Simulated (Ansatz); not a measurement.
Consider the alkene loss: `CCN(C)BCl` → `CNBCl` + ethylene.

Computed with Ansatz on PBE0-D4/def2-TZVP structures; ΔE is electronic, products minus reactants. CCSD(T)/CBS adds triple-zeta CCSD(T) − MP2 to the extrapolated MP2 energy (def2 sets, frozen cores). This one scheme is used for every species. DFT in def2-TZVPP. One conformer a species, not always the lowest.

`CCN(C)BCl`:

Cartesian coordinates in Å:
```
C 0.228 0.592 1.707
C 0.900 0.175 0.410
N -0.046 -0.103 -0.659
C -0.653 -1.415 -0.594
B -0.390 0.790 -1.658
Cl 0.320 2.413 -1.736
H -0.459 -0.174 2.074
H 0.976 0.766 2.483
H -0.336 1.516 1.562
H 1.574 0.964 0.076
H 1.508 -0.723 0.571
H -1.356 -1.537 -1.416
H 0.110 -2.198 -0.665
H -1.195 -1.558 0.346
H -1.180 0.492 -2.499
```

`CNBCl`:

Z-matrix (Å, degrees):
```
C
N 1 1.445
H 1 1.094 2 111.4
H 1 1.094 2 111.4 3 121.0
H 1 1.090 2 109.2 3 -119.5
B 2 1.381 1 126.0 3 119.4
H 2 1.009 1 115.0 3 -60.6
Cl 6 1.771 2 119.6 1 -180.0
H 6 1.192 2 121.5 1 0.0
```

`C=C`:

Z-matrix (Å, degrees):
```
C
C 1 1.323
H 1 1.085 2 121.7
H 1 1.085 2 121.7 3 -180.0
H 2 1.085 1 121.7 3 -0.0
H 2 1.085 1 121.7 3 -180.0
```

```csv
level,ΔE (kcal/mol)
ωB97X-V,24.5
HF/def2-TZVPP,13.0
MP2/def2-TZVPP,24.7
MP2/def2-QZVPP,24.6
```

Q: What does CCSD(T)/CBS give? (An estimate is asked.)

A: Ansatz gave: +21.8 kcal/mol. The listed levels differ from it by 2.7, -8.8, 2.9, 2.8 kcal/mol.

Largest T1 diagnostic among the species: 0.011.

From PBE to PBE0 (25 % exact exchange), in def2-TZVPP and without D4, ΔE moves by +2.4 kcal/mol. The D4 term adds +4.9 kcal/mol with B3LYP and +2.8 kcal/mol with PBE0; it sums over pairs of atoms, weighted by their polarisabilities, and B3LYP, whose exchange is more repulsive, gets the larger term. In def2-TZVPP, CCSD(T) changes the Hartree–Fock value by +9.0 kcal/mol (the triples alone add +0.8 kcal/mol) and MP2 by +11.7 kcal/mol.

B3LYP here is the variant with VWN-RPA as its local correlation; programs differ in this.
